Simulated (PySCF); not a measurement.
C₇H₁₁N (charge +1 and doublet state).
Structure used (GFN2-xTB), in Å, numbered top down from 1:
```xyz
19
C7H11N angstrom
C     -2.0781    1.3384   -0.6919
C     -1.4576    0.2192   -0.2365
C     -2.1939   -1.0204    0.1089
C     -0.0210    0.2308   -0.0805
N      0.6948    1.2692   -0.3532
C      2.0603    1.0553   -0.1305
C      2.2291   -0.3852    0.3752
C      0.7970   -0.9278    0.4052
H     -3.1466    1.3719   -0.8282
H     -1.5132    2.2254   -0.9287
H     -1.8256   -1.8652   -0.4766
H     -3.2592   -0.9074   -0.0675
H     -2.0375   -1.2825    1.1575
H      2.4309    1.8223    0.5657
H      2.6044    1.2691   -1.0625
H      2.8728   -0.9625   -0.2896
H      2.6980   -0.4086    1.3599
H      0.4777   -1.2330    1.4057
H      0.6580   -1.7997   -0.2398
```

The hyperfine couplings belong to this conformer and change with its torsions.

The species is `[CH2+][C](C)C1=NCCC1` [radical] (charge +1).

Method used: UKS B3LYP, pcH-1 on C H N, non-relativistic, mean-field spin-orbit, GIAO (PySCF). Geometry: GFN2-xTB, one conformer, isolated ion. The geometry wasn't refined by DFT: couplings that depend on bond lengths, twists or pyramidal angles can differ widely from those at the functional's own minimum, by a factor of two or more for some ions and for spin on atoms past the first row. No stability test was run, so a lower SCF solution isn't excluded.

Problem. What is the g tensor, term by term?

Solution. 
| Δg (ppt) | 1 | 2 | 3 |
| --- | --- | --- | --- |
| relativistic mass correction | -0.16 | -0.16 | -0.16 |
| gauge correction | 0.00 | 0.02 | 0.03 |
| orbital Zeeman/spin–orbit | 0.00 | 1.39 | 7.40 |
| total | -0.16 | 1.25 | 7.26 |

So g = 2.00216, 2.00357, 2.00958 and g_iso = 2.00510; the tensor is rhombic: the two nearest values differ by 19 % of g3 − g1. Axes: g2 points within 6° of the C1–C2 bond.

Problem. How much does each term add to the isotropic shift?

Solution. The orbital-Zeeman/spin–orbit term 2.93, the mass correction -0.16 and the gauge correction 0.01 ppt, for a total of 2.78 ppt. The orbital-Zeeman/spin–orbit term is the largest in size. The mass correction is the same along every axis, so the anisotropy comes from the other two: their spans along these axes are 0.03 (gauge) and 7.39 ppt (orbital Zeeman/spin–orbit).

Problem. At 9.627 GHz, how far is the centre of the isotropic spectrum from where a free electron (g = 2.002319) resonates?

Solution. B = hν/(g μB) with μB/h = 13.99624 MHz/mT gives 343.52 mT for the free electron and 343.04 mT at g_iso, 0.48 mT lower.

Problem. What effective moment and Curie constant follow for a powder?

Solution. With the mean of g² = 4.0204 and S(S+1) = 0.75: μ_eff = √(⟨g²⟩S(S+1)) = 1.736 μB and χT = 0.12505·⟨g²⟩·S(S+1) = 0.377 cm³ K/mol (cgs; spin-Hamiltonian part alone).

Problem. In a frozen sample, at which fields do the three g values resonate at 9.5, 34, 94 and 263 GHz (hyperfine left aside), and which band first spreads them over more than twice a line width of 1.0 mT?

Solution. 
```
band    GHz  B(g3) mT  B(g2) mT  B(g1) mT  spread mT
   X    9.5    337.76    338.77    339.01       1.25
   Q   34.0   1208.82   1212.45   1213.30       4.48
   W   94.0   3342.04   3352.06   3354.43      12.39
   J  263.0   9350.60   9378.64   9385.26      34.66
```

The spread grows in proportion to the frequency. Q band is the first where it exceeds 2.0 mT.

Largest spin populations (Mulliken): C1 (+0.45), N5 (+0.35) and C2 (+0.11).

The HOMO–LUMO gaps are 5.16 eV among the α and 2.14 eV among the β orbitals.

The SMILES draws the unpaired electron on C2; the largest computed Mulliken spin population is on C1 (0.45 against 0.11).
